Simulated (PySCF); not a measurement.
Radial density of Xe⁺ (xenon, charge +1)

r2SCANh, [Kr] 4d10 5s1 5p5 5d1, one real determinant (an excited configuration). Calculation: PySCF 2.14, in aug-cc-pVDZ-PP with ECP28MDF (5s4p3d, 32 functions); scalar relativity through the core potential. This is the valence pseudo-density: the core potential removes the inner electrons and smooths the orbitals near the nucleus.

```csv
r (bohr),4πr²ρ (e/bohr),4πr²(ρα − ρβ)
0.00125,1.240e-05,0.0000
0.00210,3.489e-05,0.0000
0.00353,9.725e-05,0.0000
0.00594,0.0002640,0.0000
0.00998,0.0006671,0.0001
0.0168,0.001420,0.0002
0.0282,0.002254,0.0003
0.0475,0.003036,0.0003
0.0799,0.005702,0.0003
0.134,0.04218,0.0008
0.226,0.4903,0.0086
0.380,6.671,0.1431
0.640,28.58,0.3336
1.08,12.91,0.3035
1.81,4.684,1.5986
3.04,1.399,0.6286
5.12,0.09181,0.0654
8.61,0.0008977,0.0008
```

⟨L²⟩ = 7.49 against 12 for a pure F term, so this real determinant mixes terms. Energies and moments cover only the electrons outside the core potential. The outer electron is Rydberg-like, and this basis confines it to a smaller radius and binds it less than a complete one would.
